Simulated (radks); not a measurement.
Valence configurations of S III (all share [Ne]). All-electron calculation, Dirac Kohn-Sham, PBE, spin-unpolarised, spherical densities, finite nucleus; open shells fill j = l - 1/2 first; Fermi nuclear charge, rms radius 3.2611 fm. Program: a radial shooting solver on a logarithmic mesh with Libxc functionals. Energies are relative to 3s2 3p2; eigenvalues in eV.

| valence | E (eV) | e(3p1/2) | e(3p3/2) | e(3s1/2) |
|---|---|---|---|---|
| 3s2 3p2 | 0.000 | -28.032 | - | -39.368 |
| 3s1.5 3p2.5 | 5.733 | -28.317 | -28.201 | -39.683 |
| 3s1 3p3 | 11.482 | -28.596 | -28.479 | -39.990 |
| 3s0.5 3p3.5 | 17.245 | -28.869 | -28.750 | -40.291 |
| 3p4 | 23.022 | -29.135 | -29.016 | - |

NIST lists [Ne] 3s2 3p2 as the ground configuration; this level of theory agrees among the configurations tried. The energies are those of spherical spin-averaged densities, not of single terms.
